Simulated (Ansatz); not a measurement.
Wavefunction ladder for `[NH2][GeH2][O]` radical

Z-matrix (Å, degrees):
```
Ge
O 1 1.793
N 1 1.817 2 110.0
H 1 1.543 2 99.3 3 -121.8
H 1 1.535 2 110.1 3 118.1
H 3 1.008 1 116.8 2 143.4
H 3 1.008 1 118.3 2 -80.2
```

Total charge 0; spin multiplicity 2. Correlated methods include outer-core shells of Ge, which these sets cover unevenly. Scalar relativity is left out up to krypton. Geometry: relaxed with PBE0-D4/def2-TZVP. It is one conformer, not always the lowest. Frozen core, unrestricted reference, Ansatz.

```
     basis      HF (Eh)  MP2 corr.  CCSD corr.       (T)  CCSD(T) total
  def2-SVP  -2206.61344          ?    -0.57006  -0.01387              ?
def2-TZVPP  -2207.04865   -0.65907    -0.68554         ?              ?
def2-QZVPP            ?          ?           –         –              –
```

Task: Fill in the withheld values. (Best estimate.)

Result: Computed: def2-SVP MP2 corr.: -0.54285; def2-SVP CCSD(T) total: -2207.19737; def2-TZVPP (T): -0.02370; def2-TZVPP CCSD(T) total: -2207.75789; def2-QZVPP HF (Eh): -2207.09749; def2-QZVPP MP2 corr.: -0.95553.
